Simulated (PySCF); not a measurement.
A GIAO shielding run with PySCF 2.14.0 with density-fitted response routines (density fitting, non-relativistic, gas phase) on SMILES [NH3+][BH2-]B(F)F, B2F2H5N:

```
$ OMP_NUM_THREADS=1 python probes_run.py task.json out

{"job": {"kind": "nmr", "xc": "PBE0", "basis": "cc-pVTZ", "pop": true}, "charge": 0, "multiplicity": 1}
N     -1.200022     0.206943     0.116826
B      0.137183    -0.407650    -0.587424
B      1.459136     0.085908     0.350728
F      1.271263     0.807427     1.475842
F      2.738995    -0.168572     0.106686
H     -1.279394    -0.100883     1.087244
H     -2.049336    -0.074377    -0.373589
H     -1.171097     1.227377     0.132709
H      0.153806     0.031461    -1.730416
H     -0.010687    -1.623948    -0.593581
```

Hardware: 1 thread of an Arm Neoverse V1, shared host. The job also computes population analyses, field gradients.

(1) How large is the calculation?

(2) How long does it take, and how much memory does it need?

(3) And these other runs on the same molecule and hardware: GIAO shielding at B3LYP/pcSseg-2; GIAO shielding at B97-D/pcSseg-2; GIAO shielding at BLYP/pcSseg-2; GIAO shielding at BP86/pcSseg-2; GIAO shielding at HF/pcSseg-2; GIAO shielding at KT2/pcSseg-2?

Answers

(1) 40 electrons, 220 basis functions and 532 auxiliary functions.

(2) 19 s of wall time, with 13 SCF cycles and 4 response iterations; peak memory 0.92 GiB. Times on a shared host scatter by some tens of per cent.

(3) B3LYP/pcSseg-2: 250 functions, 22 s; B97-D/pcSseg-2: 250 functions, 31 s; BLYP/pcSseg-2: 250 functions, 31 s; BP86/pcSseg-2: 250 functions, 31 s; HF/pcSseg-2: 250 functions, 12 s; KT2/pcSseg-2: 250 functions, 33 s.
